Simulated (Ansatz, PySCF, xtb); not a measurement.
Dissociation curve of SiLi (anion, charge -1), lowest triplet found (which spin is the ground state isn't settled by this scan).

Methods: ROCCSD = CCSD on ROHF/aug-cc-pVDZ, frozen core (Ansatz, a program for electronic structure); ROCCSD(T) = CCSD(T) on ROHF/aug-cc-pVDZ, frozen core in Ansatz; GFN1-xTB (xtb); UKS-LDA (SVWN5)/6-31G* = unrestricted LDA (SVWN5)/6-31G*, spherical d (PySCF).

Energies are in kJ/mol, each relative to the lowest point of its own curve between 2.09 and 3.22 Å, where full CI is lowest.

| R / Å | ROCCSD | ROCCSD(T) | GFN1-xTB | UKS-LDA (SVWN5)/6-31G* |
|---|---|---|---|---|
| 1.70 | 282.8 | 285.9 | 274.5 | 246.4 |
| 1.85 | 186.0 | 188.4 | 104.3 | 138.7 |
| 1.99 | 86.8 | 84.3 | 32.5 | 73.4 |
| 2.09 | 54.9 | 52.3 | 9.6 | 43.1 |
| 2.17 | 36.4 | 33.9 | 1.7 | 26.2 |
| 2.27 | 20.0 | 18.0 | 0.0 | 12.1 |
| 2.34 | 12.1 | 10.4 | 2.5 | 5.9 |
| 2.42 | 5.9 | 4.7 | 7.8 | 1.7 |
| 2.48 | 2.9 | 2.0 | 12.9 | 0.1 |
| 2.59 | 0.1 | 0.0 | 24.2 | 0.0 |
| 2.69 | 0.0 | 0.5 | 35.8 | 2.2 |
| 2.86 | 3.3 | 4.9 | 57.1 | 9.0 |
| 2.98 | 7.3 | 9.6 | 72.3 | 15.2 |
| 3.22 | 17.5 | 20.9 | 102.3 | 29.0 |
| 3.52 | 31.4 | 36.0 | 138.0 | 46.0 |
| 3.82 | 44.6 | 50.3 | 171.4 | 61.1 |
| 4.25 | 60.9 | 67.6 | 215.3 | 78.6 |
| 4.68 | 73.5 | 81.0 | 254.7 | 91.4 |
| 5.21 | 84.7 | 92.8 | 297.5 | 102.0 |
| 6.00 | — | — | 350.7 | 110.4 |
| 6.97 | — | — | 402.2 | 113.6 |
| 8.18 | — | — | 451.5 | 112.4 |

At the longest distance, 8.18 Å, GFN1-xTB lies highest above its minimum (451.5 kJ/mol) and UKS-LDA (SVWN5)/6-31G* lowest (112.4 kJ/mol).

A dash means that the run gave no value there, or that the column was ended at a point which the program doubted or which failed a test of continuity chosen for this set; such a test can also cut sound points.

The T1 diagnostic of CCSD on the restricted reference of ROCCSD, ROCCSD(T) exceeds 0.045 at 1.70 to 5.21 Å. Where the anion isn't bound against loss of the electron, the finite basis alone holds it. The unrestricted determinant behind UKS-LDA (SVWN5)/6-31G* is spin-contaminated at 1.85 to 8.18 Å (<S²> up to 2.7, against 2.00 for a pure triplet).
